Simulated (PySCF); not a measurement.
HF$_{2}$OS, charge +1, singlet, at a GFN2-xTB geometry. Base run: HF/3-21G in PySCF.

PySCF was given this input:
```python
from pyscf import gto, scf

mol = gto.Mole()
mol.atom = '''
    O     1.29223798   -0.53634598    0.12438406
    S    -0.12233129   -0.08572590    0.46242826
    F    -0.98017879   -0.70632344   -0.73527068
    F    -0.16480630    1.39870553   -0.12933654
    H     1.92426265   -0.56905663   -0.61245951
'''
mol.basis = '3-21g'
mol.charge = 1
mol.verbose = 3
mol.build()

mf = scf.RHF(mol)
mf.kernel()
```

The base run was repeated with changes; each row names its change, and settings that it needs were set with it.

```tsv
change	E (Eh)	HOMO (eV)	HOMO-LUMO gap (eV)	core-seconds (rough)
base	-667.93182	-22.33	17.74	0.5
functional = m06	-669.69227	-17.90	9.27	4
functional = m06l	-669.73846	-16.54	7.14	3
functional = b97-1	-669.63733	-17.59	8.88	2
functional = lda,vwn	-666.62513	-16.20	6.48	2
functional = x3lyp	-669.63458	-17.64	8.91	3
functional = o3lyp	-669.65572	-17.04	7.89	2
functional = m062x	-669.61075	-19.61	11.99	3
functional = wb97m_v	-669.67625	-20.20	13.95	70
functional = bp86	-669.79756	-16.21	6.61	3
functional = wb97x	-669.68217	-20.32	14.01	3
functional = pbe0	-669.34889	-17.95	9.29	2
functional = bhandhlyp	-669.63479	-19.61	12.03	2
```

Absolute energies of different levels of theory aren't comparable as measures of quality.
